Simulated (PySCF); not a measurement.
C3H11FSi2, SMILES CC(C)[SiH2][SiH2]F.

Geometry optimised at B3LYP-D3(BJ)/def2-SVP. This is a generated structure with no PubChem entry under its InChIKey; it may be hypothetical. Other conformers were not sampled.

The numbers are results of TDA-B3LYP/def2-SVPD (PySCF), not measurements.

Vertical excitations. The molecule is in vacuum.

**Question.** List the lowest excited states. (The exact figures need the calculation; the answer reports its results.)

**Answer.** 
```json
[
 {"state": "S1", "energy (eV)": "5.95", "λ (nm)": "208", "f": "0.031", "main pairs": "HOMO→LUMO 95 %"},
 {"state": "S2", "energy (eV)": "6.65", "λ (nm)": "186", "f": "0.012", "main pairs": "HOMO−1→LUMO 93 %"},
 {"state": "S3", "energy (eV)": "6.94", "λ (nm)": "179", "f": "0.017", "main pairs": "HOMO→LUMO+1 93 %"},
 {"state": "S4", "energy (eV)": "7.24", "λ (nm)": "171", "f": "0.010", "main pairs": "HOMO→LUMO+2 81 %, HOMO−2→LUMO 15 %"},
 {"state": "S5", "energy (eV)": "7.32", "λ (nm)": "169", "f": "0.011", "main pairs": "HOMO−2→LUMO 71 %, HOMO→LUMO+2 14 %"},
 {"state": "S6", "energy (eV)": "7.46", "λ (nm)": "166", "f": "0.073", "main pairs": "HOMO→LUMO+3 77 %"},
 {"state": "T1", "energy (eV)": "5.31", "λ (nm)": "234", "f": "0", "main pairs": "HOMO→LUMO 91 %"},
 {"state": "T2", "energy (eV)": "6.17", "λ (nm)": "201", "f": "0", "main pairs": "HOMO→LUMO+1 64 %, HOMO−1→LUMO 19 %"}
]
```
Triplets are in the Tamm–Dancoff approximation.
